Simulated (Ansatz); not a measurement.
Ansatz (a quantum-chemistry and plane-wave program) input (B3LYP-D3(BJ)/def2-TZVP):

Ansatz 0.2 input:
```yaml
crystal:
  periodic: [false, false, false]
  atoms:
    - {symbol: Ge, position_ang: [0.22730056, -0.19776560, -0.01407944]}
    - {symbol: F, position_ang: [0.78367187, 1.44501103, 0.01262969]}
    - {symbol: F, position_ang: [-0.84716950, -0.33099937, -1.36934336]}
    - {symbol: F, position_ang: [-0.74468214, -0.41084510, 1.40677390]}
basis:
  gaussian:
    orbitals: def2-TZVP
hamiltonian:
  xc: b3lyp
  dispersion: d3bj
magnetization: {spin_polarized: true, initial_magnetization: 1}
phonons: {temperatures: {t_min: 298.15, t_max: 298.15, t_step: 100}}
```

Output:

```
Functional definition: B3LYP
integrals: 0.05 GiB planned
857 factors; their error is unknown
mean field: 0.73 GiB planned
mean field evaluation 1: about -64669.7259 eV, gradient 4.5e1 eV
mean field evaluation 2: about -64651.7605 eV, gradient 9.2e1 eV
mean field evaluation 4: about -64675.5094 eV, gradient 6.9e-1 eV
mean field evaluation 8: about -64675.7498 eV, gradient 9.8e-2 eV
mean field evaluation 16: about -64675.7498 eV, gradient 2.4e-5 eV
mean field -64675.74979799 eV, -2376.7899662783 hartree, gradient 2.4e-5 eV, S^2 0.752097; 0 other end points of the search recorded, 0 dependent functions left out
the calculation of the forces begins
reference -64675.74996208 eV, -2376.7899723087 hartree; 30, 29 occupied and 111, 112 virtual orbitals, 857 factors
these checks for a lower state are left out or cut short: stability, starts, cluster_reference, orbital_swaps, neighbouring_geometries, increment
integrals: 0.05 GiB planned
857 factors; their error is unknown
mean field: 0.73 GiB planned
mean field -64675.74971487 eV, -2376.7899632238 hartree, gradient 2.9e-6 eV, S^2 0.752105; 0 other end points of the search recorded, 0 dependent functions left out
the calculation of the forces begins
reference -64675.74987893 eV, -2376.7899692528 hartree; 30, 29 occupied and 111, 112 virtual orbitals, 857 factors
these checks for a lower state are left out or cut short: stability, starts, cluster_reference, orbital_swaps, neighbouring_geometries, increment
integrals: 0.05 GiB planned
857 factors; their error is unknown
mean field: 0.73 GiB planned
mean field -64675.74971561 eV, -2376.7899632509 hartree, gradient 1.2e-6 eV, S^2 0.752089; 0 other end points of the search recorded, 0 dependent functions left out
the calculation of the forces begins
reference -64675.74987974 eV, -2376.7899692828 hartree; 30, 29 occupied and 111, 112 virtual orbitals, 857 factors
these checks for a lower state are left out or cut short: stability, starts, cluster_reference, orbital_swaps, neighbouring_geometries, increment
integrals: 0.05 GiB planned
857 factors; their error is unknown
mean field: 0.73 GiB planned
mean field evaluation 32: about -64675.5112 eV, gradient 1.7e-1 eV
mean field -64675.74969806 eV, -2376.7899626061 hartree, gradient 1.1e-6 eV, S^2 0.752092; 0 other end points of the search recorded, 0 dependent functions left out
the calculation of the forces begins
reference -64675.74986215 eV, -2376.7899686364 hartree; 30, 29 occupied and 111, 112 virtual orbitals, 857 factors
these checks for a lower state are left out or cut short: stability, starts, cluster_reference, orbital_swaps, neighbouring_geometries, increment
integrals: 0.05 GiB planned
857 factors; their error is unknown
mean field: 0.73 GiB planned
mean field -64675.74969768 eV, -2376.7899625921 hartree, gradient 1.0e-6 eV, S^2 0.752102; 0 other end points of the search recorded, 0 dependent functions left out
the calculation of the forces begins
reference -64675.74986178 eV, -2376.7899686228 hartree; 30, 29 occupied and 111, 112 virtual orbitals, 857 factors
these checks for a lower state are left out or cut short: stability, starts, cluster_reference, orbital_swaps, neighbouring_geometries, increment
integrals: 0.05 GiB planned
857 factors; their error is unknown
mean field: 0.73 GiB planned
mean field -64675.74979709 eV, -2376.7899662455 hartree, gradient 2.7e-6 eV, S^2 0.752100; 0 other end points of the search recorded, 0 dependent functions left out
the calculation of the forces begins
reference -64675.74996121 eV, -2376.7899722767 hartree; 30, 29 occupied and 111, 112 virtual orbitals, 857 factors
these checks for a lower state are left out or cut short: stability, starts, cluster_reference, orbital_swaps, neighbouring_geometries, increment
integrals: 0.05 GiB planned
857 factors; their error is unknown
mean field: 0.73 GiB planned
mean field -64675.74977533 eV, -2376.7899654456 hartree, gradient 1.4e-6 eV, S^2 0.752094; 0 other end points of the search recorded, 0 dependent functions left out
the calculation of the forces begins
reference -64675.74993941 eV, -2376.7899714753 hartree; 30, 29 occupied and 111, 112 virtual orbitals, 857 factors
these checks for a lower state are left out or cut short: stability, starts, cluster_reference, orbital_swaps, neighbouring_geometries, increment
integrals: 0.05 GiB planned
857 factors; their error is unknown
mean field: 0.73 GiB planned
mean field -64675.74976707 eV, -2376.7899651420 hartree, gradient 2.9e-6 eV, S^2 0.752103; 0 other end points of the search recorded, 0 dependent functions left out
the calculation of the forces begins
reference -64675.74993118 eV, -2376.7899711731 hartree; 30, 29 occupied and 111, 112 virtual orbitals, 857 factors
these checks for a lower state are left out or cut short: stability, starts, cluster_reference, orbital_swaps, neighbouring_geometries, increment
integrals: 0.05 GiB planned
857 factors; their error is unknown
mean field: 0.73 GiB planned
mean field evaluation 64: about -64675.5113 eV, gradient 1.3e-1 eV
mean field -64675.74974954 eV, -2376.7899644978 hartree, gradient 1.8e-6 eV, S^2 0.752091; 0 other end points of the search recorded, 0 dependent functions left out
the calculation of the forces begins
reference -64675.74991362 eV, -2376.7899705276 hartree; 30, 29 occupied and 111, 112 virtual orbitals, 857 factors
these checks for a lower state are left out or cut short: stability, starts, cluster_reference, orbital_swaps, neighbouring_geometries, increment
integrals: 0.05 GiB planned
857 factors; their error is unknown
mean field: 0.73 GiB planned
mean field -64675.74975783 eV, -2376.7899648026 hartree, gradient 1.6e-6 eV, S^2 0.752091; 0 other end points of the search recorded, 0 dependent functions left out
the calculation of the forces begins
reference -64675.74992194 eV, -2376.7899708334 hartree; 30, 29 occupied and 111, 112 virtual orbitals, 857 factors
these checks for a lower state are left out or cut short: stability, starts, cluster_reference, orbital_swaps, neighbouring_geometries, increment
integrals: 0.05 GiB planned
857 factors; their error is unknown
mean field: 0.73 GiB planned
mean field -64675.74976940 eV, -2376.7899652279 hartree, gradient 2.5e-6 eV, S^2 0.752102; 0 other end points of the search recorded, 0 dependent functions left out
the calculation of the forces begins
reference -64675.74993349 eV, -2376.7899712580 hartree; 30, 29 occupied and 111, 112 virtual orbitals, 857 factors
these checks for a lower state are left out or cut short: stability, starts, cluster_reference, orbital_swaps, neighbouring_geometries, increment
integrals: 0.05 GiB planned
857 factors; their error is unknown
mean field: 0.73 GiB planned
mean field -64675.74978758 eV, -2376.7899658958 hartree, gradient 2.4e-6 eV, S^2 0.752096; 0 other end points of the search recorded, 0 dependent functions left out
the calculation of the forces begins
reference -64675.74995167 eV, -2376.7899719259 hartree; 30, 29 occupied and 111, 112 virtual orbitals, 857 factors
these checks for a lower state are left out or cut short: stability, starts, cluster_reference, orbital_swaps, neighbouring_geometries, increment
integrals: 0.05 GiB planned
857 factors; their error is unknown
mean field: 0.73 GiB planned
mean field -64675.74979935 eV, -2376.7899663284 hartree, gradient 2.3e-6 eV, S^2 0.752097; 0 other end points of the search recorded, 0 dependent functions left out
the calculation of the forces begins
reference -64675.74996346 eV, -2376.7899723592 hartree; 30, 29 occupied and 111, 112 virtual orbitals, 857 factors
these checks for a lower state are left out or cut short: stability, starts, cluster_reference, orbital_swaps, neighbouring_geometries, increment
integrals: 0.05 GiB planned
857 factors; their error is unknown
mean field: 0.73 GiB planned
mean field evaluation 96: about -64675.7497 eV, gradient 4.6e-5 eV
mean field -64675.74973142 eV, -2376.7899638319 hartree, gradient 2.1e-6 eV, S^2 0.752090; 0 other end points of the search recorded, 0 dependent functions left out
the calculation of the forces begins
reference -64675.74989550 eV, -2376.7899698619 hartree; 30, 29 occupied and 111, 112 virtual orbitals, 857 factors
these checks for a lower state are left out or cut short: stability, starts, cluster_reference, orbital_swaps, neighbouring_geometries, increment
integrals: 0.05 GiB planned
857 factors; their error is unknown
mean field: 0.73 GiB planned
mean field -64675.74976001 eV, -2376.7899648826 hartree, gradient 1.7e-6 eV, S^2 0.752104; 0 other end points of the search recorded, 0 dependent functions left out
the calculation of the forces begins
reference -64675.74992412 eV, -2376.7899709136 hartree; 30, 29 occupied and 111, 112 virtual orbitals, 857 factors
Total energy: -64675.83324522 eV, -2376.7930329076 hartree
Atom 0 at     0.227301    -0.197766    -0.014079 Å, force    -0.000440     0.000344     0.000026 eV/Å
Atom 1 at     0.783672     1.445011     0.012630 Å, force     0.000130    -0.000122    -0.000008 eV/Å
Atom 2 at    -0.847170    -0.330999    -1.369343 Å, force     0.000156    -0.000112     0.000023 eV/Å
Atom 3 at    -0.744682    -0.410845     1.406774 Å, force     0.000154    -0.000110    -0.000041 eV/Å
Dipole moment:     0.342170    -0.297712    -0.021195 e Å
Vibrations: 205.33 205.33 257.54 673.26 702.92 702.94 cm⁻¹, zero-point energy 0.170311 eV
```

It need not be the lowest isomer of its formula.
